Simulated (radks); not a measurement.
Excited configurations of Gd3+: one electron is placed in a higher orbital outside [Xe] 4f6. The ground configuration is [Xe] 4f7. Method: scalar-relativistic Kohn-Sham, r2SCAN, spin-unpolarised, spherical densities, finite nucleus; meta-GGA in the generalised Kohn-Sham scheme; Fermi nuclear charge, rms radius 5.1569 fm; computed with a radial shooting solver on a logarithmic mesh with Libxc functionals. Excitation = E - E(ground); binding = E(ion) - E, where the ion is the core of charge +4; n* = 4/sqrt(2 binding) in atomic units, and the quantum defect is n - n*.

| outer orbital | excitation (eV) | binding (eV) | n* | quantum defect | eigenvalue (eV) | <r> (bohr) |
|---|---|---|---|---|---|---|
| 5d | 11.819 | 31.339 | 2.636 | 2.364 | -26.136 | 2.049 |
| 5f | 29.596 | 13.562 | 4.006 | 0.994 | -11.421 | 4.358 |
| 6s | 15.628 | 27.530 | 2.812 | 3.188 | -24.551 | 3.054 |
| 6p | 21.167 | 21.991 | 3.146 | 2.854 | -19.483 | 3.590 |
| 7p | 30.636 | 12.522 | 4.169 | 2.831 | -11.208 | 6.374 |
| 7d | 33.730 | 9.428 | 4.805 | 2.195 | -8.352 | 8.042 |
| 7f | 36.943 | 6.216 | 5.918 | 1.082 | -5.473 | 11.65 |

The Delta-SCF ionisation energy is 43.158 eV (NIST Atomic Spectra Database: 44.4 eV, semi-empirical). Self-interaction in the functional shifts the binding energies and quantum defects, so they are the method's values and not measured ones. Spin polarisation and multiplet splitting are left out, so open shells lie too high by an amount that depends on their filling. Spin-orbit splitting is averaged out at the scalar-relativistic level.

Beside tabulated values, note that spin-unpolarised runs miss the spin-polarisation part of the exchange energy of open shells.
